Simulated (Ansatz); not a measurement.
Start from `ClC1([TeH])CC1` and change one atom or group to get `[SiH3]C1(Cl)CC1`.

Ansatz, PBE0-D4/def2-TZVP geometries, multiplicity 1. 

Elements past krypton have def2 core potentials.

```tsv
property	`ClC1([TeH])CC1`
HOMO–LUMO gap (PBE0/def2-TZVPP) / eV	5.38
size of the dipole moment (ωB97M-V/def2-TZVPP) / D	1.68
size of the dipole moment (PBE/def2-TZVPP) / D	1.65
HOMO energy (B3LYP/def2-TZVPP) / eV	-6.16
HOMO energy (PBE0/def2-TZVPP) / eV	-6.38
HOMO–LUMO gap (ωB97M-V/def2-TZVPP) / eV	9.36
```

What does the change do to each property? (Estimate.)

Ansatz gave: 
```json
{"property": "HOMO–LUMO gap (PBE0/def2-TZVPP) / eV", "`[SiH3]C1(Cl)CC1`": "8.24", "shift": "2.86"}
{"property": "size of the dipole moment (ωB97M-V/def2-TZVPP) / D", "`[SiH3]C1(Cl)CC1`": "1.70", "shift": "0.02"}
{"property": "size of the dipole moment (PBE/def2-TZVPP) / D", "`[SiH3]C1(Cl)CC1`": "1.66", "shift": "0.01"}
{"property": "HOMO energy (B3LYP/def2-TZVPP) / eV", "`[SiH3]C1(Cl)CC1`": "-7.64", "shift": "-1.48"}
{"property": "HOMO energy (PBE0/def2-TZVPP) / eV", "`[SiH3]C1(Cl)CC1`": "-7.88", "shift": "-1.50"}
{"property": "HOMO–LUMO gap (ωB97M-V/def2-TZVPP) / eV", "`[SiH3]C1(Cl)CC1`": "12.26", "shift": "2.90"}
```

With PBE0 the HOMO falls by 1.50 eV and the LUMO rises by 1.36 eV, so the gap widens by about 2.86 eV. PBE moves the HOMO by -1.26 eV and ωB97M-V by -1.62 eV. The zero-point energy changes by 48.4 kJ/mol with +6 modes. Dipoles are sizes alone; their direction can turn.

B3LYP here is the variant with VWN-RPA as its local correlation; programs differ in this.

Spin–orbit coupling is left out; it splits and shifts lone-pair levels of the heavy atoms by tenths of an eV.
